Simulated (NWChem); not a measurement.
Species: GeH$_{2}$Cl$_{2}$; SMILES [Cl][GeH2][Cl]

Results from NWChem. Pople sets run with spherical d functions. Each level has its own optimisation; frequencies are unscaled.

```tsv
level	r Cl–Ge (Å)	r Ge–H (Å)	highest harmonic frequency (cm⁻¹)	lowest (cm⁻¹)	zero-point energy (kcal/mol)	dipole (D)
LDA (Slater exchange, VWN5)/def2-SVP	2.138	1.539	2136	146	11.4	1.74
B3LYP/6-31G*	2.171	1.537	…	145	11.5	…
PBE-D3(BJ)/def2-SVP	2.169	1.544	2124	143	11.3	1.85
```

**Question.** Fill in the missing entries.

**Answer.** 
- B3LYP/6-31G*, highest harmonic frequency (cm⁻¹): 2179
- B3LYP/6-31G*, dipole (D): 2.32
